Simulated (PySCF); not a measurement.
C3H8OSi2. Atoms are numbered in the order given.

```xyz
14

O      2.7652     1.0078     0.9706
Si     2.4624    -0.3768     0.0896
C      0.6677    -0.6143    -0.1821
C     -0.5306    -0.7639    -0.3663
C     -1.9626    -0.8833    -0.5616
Si    -2.8719     0.7281    -0.0863
H      2.3307     1.8137     0.6673
H      3.0150    -1.4933     0.8939
H      3.1213    -0.3344    -1.2481
H     -2.3739    -1.7069     0.0486
H     -2.1975    -1.1177    -1.6150
H     -2.6244     1.0351     1.3491
H     -4.3346     0.5443    -0.3152
H     -2.3719     1.8470    -0.9321
```
Charge 0, spin multiplicity 1.

Geometry optimised at B3LYP-D3(BJ)/def2-SVP. The structure was generated by enumeration, and PubChem lists no compound with its InChIKey, so it may never have been made. One conformer was computed; it need not be the lowest.

Calculation: PySCF with PBE/pcSseg-1.

GIAO shieldings, no solvent; atoms listed in one row are averaged. δ = σ(ref) − σ: ¹⁷O against H2O (σ = 334.3 ppm); ²⁹Si against TMS (σ = 335.4 ppm); ¹³C against TMS (σ = 182.0 ppm); ¹H against TMS (σ = 31.49 ppm), references at their B3LYP-D3(BJ)/def2-TZVP geometries, non-relativistic.

```
nucleus          atoms  count  δ (ppm)
-------  -------------  -----  -------
¹⁷O                 O1      1     32.4
²⁹Si               Si2      1    -48.8
²⁹Si               Si6      1    -64.6
¹³C                 C4      1    113.4
¹³C                 C3      1     85.7
¹³C                 C5      1      4.8
¹H                  H9      1     5.53
¹H                  H8      1     5.26
¹H       H12, H13, H14      3     4.32
¹H            H10, H11      2     2.20
¹H                  H7      1     0.77
```
